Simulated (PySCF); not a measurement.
Compound: H8O2SSi3.
Bonds: Si1–O2, O2–Si3, Si3–O4, O4–Si5, Si5–S6. Hydrogens: H7, H8, H9 on Si1; H10, H11 on Si3; H12, H13 on Si5; H14 on S6.

Torsions of this conformer, `[SiH3:1][O:2][SiH2:3][O:4][SiH2:5][SH:6]`: Si1–O2–Si3–O4 11°, O2–Si3–O4–Si5 -7°, Si3–O4–Si5–S6 -82°, H–S6–Si5–O4 -39°.

The closed-shell ground state was solved at several levels (PySCF, density fitting, gas phase, non-relativistic). The structure is a single GFN2-xTB conformer in the gas phase; no vibrational or solvent corrections.

| level | basis functions | total energy (Eh) | HOMO (eV) | LUMO (eV) | gap (eV) | dipole (D) |
| --- | --- | --- | --- | --- | --- | --- |
| PBE0/pcSseg-1 | 170 | -1421.3692 | -7.51 | 0.05 | 7.56 | 0.99 |
| CAM-B3LYP/def2-SVPD | 209 | -1421.5882 | -8.83 | 0.73 | 9.56 | 0.89 |

(1) What might PBE0/def2-SVPD (209 basis functions) give for the same quantities?

(2) Over all these levels, which gives the widest orbital gap and which the narrowest?

(3) How far do the dipole and the HOMO energy spread over the levels?

Answers

(1) Total energy -1420.9333 Eh, HOMO -7.53 eV, LUMO -0.15 eV, gap 7.38 eV, dipole 0.87 D.

(2) CAM-B3LYP/def2-SVPD (range-separated hybrid) has the widest, 9.56 eV, and PBE0/def2-SVPD (global hybrid, 25 % exact exchange) the narrowest, 7.38 eV. The two share the basis. From the narrowest to the widest the HOMO moves by -1.30 eV and the LUMO by +0.88 eV.

(3) The dipole runs from 0.87 to 0.99 D (mean 0.92 D) and the HOMO from -8.83 to -7.51 eV.
